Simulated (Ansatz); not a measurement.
System: CH₄N₂S, charge 0, singlet. CH4N2S (SMILES NC(N)=S).
B3LYP-D3(BJ)/def2-TZVP minimum from Ansatz (a program for electronic structure):
```xyz
8

N      0.8123    -1.2440    -0.4493
C     -0.0741    -0.3028    -0.0243
N     -1.3085    -0.7840     0.2868
S      0.3198     1.3070     0.1047
H      0.6740    -2.2135    -0.2113
H      1.7626    -0.9334    -0.5542
H     -1.6220    -1.6607    -0.0991
H     -2.0134    -0.0916     0.4721
```
Charge 0, spin multiplicity 1.

Total energies in cc-pV(D+d)Z, 24 correlated electrons, 8 frozen orbitals. Open shells are spin-unrestricted; no spin-orbit coupling. Correlated methods leave the cores frozen. No relativity.

| method | program | energy (Eh) | minus CCSDT(Q) (mEh) |
|---|---|---|---|
| HF | Ansatz | -546.65759 | 653.93 |
| MP2 | Ansatz | -547.25413 | 57.39 |
| CCSD | Ansatz | -547.28782 | 23.71 |
| CCSD(T) | Ansatz | -547.30898 | 2.54 |
| CCSDT(Q) | Ansatz | -547.31152 | 0.00 |
